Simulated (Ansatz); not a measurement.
Coupled-cluster diagnostics for Sn3H4, Ansatz.

Geometry of the singlet (PBE-D4/def2-SVP):

```xyz
7

Sn   -2.103    0.079   -0.175
Sn    0.388   -1.107    0.733
Sn    1.257   -0.069   -1.715
H     1.362    0.602    0.145
H     1.402   -1.541    2.090
H    -1.615    1.656    0.546
H    -0.691    0.380   -1.624
```

In the def2 sets Sn takes a core potential; there is no spin–orbit coupling. Correlated methods freeze 12 core orbitals; core or outer-core shells of Sn are correlated, in sets that lack core-valence functions. Another isomer (singlet) lies 0.67 eV lower at PBE0-D4/def2-TZVP; other spin states weren't run for this one.

Question: Estimate the CCSD(T) correlation energy, the shares of MP2 and (T), T1 and the reference's ⟨S²⟩ for: charge 0, singlet, own geometry in def2-TZVP; and the rough time on 4 threads of Arm Neoverse V2 on a shared host.

Answer: 
```tsv
state	basis	correlation (eV)	MP2 share (%)	(T) share (%)	T1	⟨S²⟩ (pure)	wall time
charge 0, singlet, own geometry	def2-TZVP	-26.985	96.9	3.4	0.019	0.00 (0.00)	82 s
```
Customary marks for T1 are 0.02 (closed shells), 0.045 (open shells) and about 0.05 (3d metals). T1 stays under 0.02 throughout.
